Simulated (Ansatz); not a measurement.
One change: `[F][SnH2][F]` becomes `[F][SnH2][SH]`.

Ansatz, PBE0-D4/def2-TZVP geometries, multiplicity 1. Each molecule was computed in one conformer, which needn't be the lowest.

Elements past krypton have def2 core potentials.

```json
{"property": "HOMO–LUMO gap (PBE0/def2-TZVPP) / eV", "`[F][SnH2][F]`": "8.91"}
{"property": "LUMO energy (ωB97M-V/def2-TZVPP) / eV", "`[F][SnH2][F]`": "0.71"}
{"property": "HOMO–LUMO gap (PBE/def2-TZVPP) / eV", "`[F][SnH2][F]`": "6.35"}
{"property": "zero-point energy (PBE0-D4/def2-TZVP) / kJ/mol", "`[F][SnH2][F]`": "46.1"}
{"property": "HOMO–LUMO gap (ωB97M-V/def2-TZVPP) / eV", "`[F][SnH2][F]`": "12.83"}
{"property": "HOMO energy (B3LYP/def2-TZVPP) / eV", "`[F][SnH2][F]`": "-9.66"}
```

**Question.** What does the change do to each property? (Estimate.)

**Answer.** Computed: 
| property | `[F][SnH2][SH]` | shift |
| --- | --- | --- |
| HOMO–LUMO gap (PBE0/def2-TZVPP) / eV | 6.98 | -1.93 |
| LUMO energy (ωB97M-V/def2-TZVPP) / eV | 0.92 | 0.21 |
| HOMO–LUMO gap (PBE/def2-TZVPP) / eV | 4.79 | -1.56 |
| zero-point energy (PBE0-D4/def2-TZVP) / kJ/mol | 65.3 | 19.2 |
| HOMO–LUMO gap (ωB97M-V/def2-TZVPP) / eV | 11.01 | -1.82 |
| HOMO energy (B3LYP/def2-TZVPP) / eV | -7.63 | 2.03 |

With PBE0 the HOMO rises by 1.98 eV and the LUMO rises by 0.05 eV, so the gap narrows by about 1.93 eV. PBE moves the HOMO by 1.67 eV and ωB97M-V by 2.03 eV. The zero-point energy changes by 19.2 kJ/mol with +3 modes.

B3LYP here is the variant with VWN-RPA as its local correlation; programs differ in this.
